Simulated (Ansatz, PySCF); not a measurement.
System: lead atom, Pb, charge 0, multiplicity 3.

Wanted: electron affinity to the quartet, in eV. Set-up: valence correlation only (noble-gas shells and the d and f shells of earlier blocks); UHF or UKS for open shells; each state is the SCF solution reached for its charge and spin; spin-orbit terms left out; LANL2DZ with its own core potentials from Na on; def2 sets with scalar-relativistic core potentials past Kr.

```json
[
 {"level": "HF/LANL2DZ", "program": "Ansatz", "electron affinity to the quartet (eV)": "0.54"},
 {"level": "PBE/LANL2DZ", "program": "Ansatz", "electron affinity to the quartet (eV)": "1.07"},
 {"level": "B3LYP/LANL2DZ", "program": "Ansatz", "electron affinity to the quartet (eV)": "0.90"},
 {"level": "M06-2X/LANL2DZ", "program": "PySCF", "electron affinity to the quartet (eV)": "0.84"},
 {"level": "MP2/LANL2DZ", "program": "Ansatz", "electron affinity to the quartet (eV)": "0.50"},
 {"level": "wB97M-V/def2-TZVPD", "program": "Ansatz", "electron affinity to the quartet (eV)": "1.10"},
 {"level": "wB97X-V/def2-TZVPD", "program": "Ansatz", "electron affinity to the quartet (eV)": "0.99"}
]
```

No value to compare with is used here. The 5 habitual levels span 0.50 (MP2/LANL2DZ) to 1.07 eV (PBE/LANL2DZ); wB97X-V/def2-TZVPD gives 0.99.

The levels are drawn from those run, B3LYP/6-31G* more often than the rest, none by its result; runs whose electronic state is in doubt are left out.

Ansatz is a quantum-chemistry and plane-wave program.
